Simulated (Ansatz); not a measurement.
The Sb1–H2 bond of stibine (SMILES [SbH3]) is stretched (multiplicity 1, the rest rigid).
Geometry at rest (charge 0, multiplicity 1):
```xyz
4

Sb     0.00013    -0.00053     0.05361
H     -0.90373    -1.08342    -0.91985
H     -0.49765     1.33580    -0.89701
H      1.39450    -0.22542    -0.91717
```

Frozen-core correlation. Filled d and f shells under p-block atoms count as core.

The values were computed with Ansatz (Gaussian orbitals). Each number belongs to the level named beside it. In def2 rows elements past Kr take small-core potentials, without spin–orbit coupling.

Energies above the point at 1.714 Å (the B3LYP-D3(BJ) bond length), FIC-MRCISD+Q on CASSCF(2,2)/def2-TZVPP (kcal/mol): 6.19 at 1.542 Å; 3.76 at 1.885 Å; 68.97 at 5.484 Å.

Q: Take the last value as the depth D of a Morse curve D(1 − e^(−a(R − R₀)))², fit a and R₀ to the two near points, and test it at 2.314 and 2.999 Å.

A: 
With D = 69.0, both near points (counted from the curve's value at 1.714 Å) are met by a = 1.54 Å⁻¹ and R₀ = 1.713 Å, so k = 2Da² = 326 kcal/(mol Å²). The curve then gives 25.1 and 51.2 kcal/mol; the level itself gives 26.8 and 56.4, so Morse is off by -1.7 and -5.2.

Ansatz is an electronic-structure program.
